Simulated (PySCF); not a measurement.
**From a computed spectrum to the compound**

A species of 7 atoms with charge 0 has these harmonic modes (PBE0, small Gaussian bases with core potentials, PySCF 2.14.0):

```tsv
cm⁻¹	km/mol	symmetry
33	0.0	a''
70	7.4	a'
81	6.3	a''
81	19.1	a'
91	13.6	a'
256	8.2	a'
274	56.3	a''
318	0.8	a'
340	54.9	a''
348	48.0	a'
478	337.5	a'
550	9.7	a''
1608	68.8	a'
3793	60.4	a'
3894	117.9	a''
```

Which species is it, and in which structure?

TlCl3(H2O) (singlet):
```xyz
7

Tl    0.0249   -0.0582    0.0582
Cl    0.9879    1.9703    0.9523
Cl   -1.4320   -1.4006    1.4006
Cl    0.9879   -0.9523   -1.9703
O    -1.3723    1.3659   -1.3659
H    -1.0743    2.2679   -1.1764
H    -1.0743    1.1764   -2.2679
```
Ideal gas at 298.15 K and 1 bar: S = 429.3 J/(mol K), Cp = 119.5 J/(mol K), H − H(0 K) = 26.9 kJ/mol (rigid rotor, harmonic modes, spin degeneracy alone; the modes under 60 cm⁻¹ make these uncertain). 
 The answer isn't unique; the calculation gave this one.
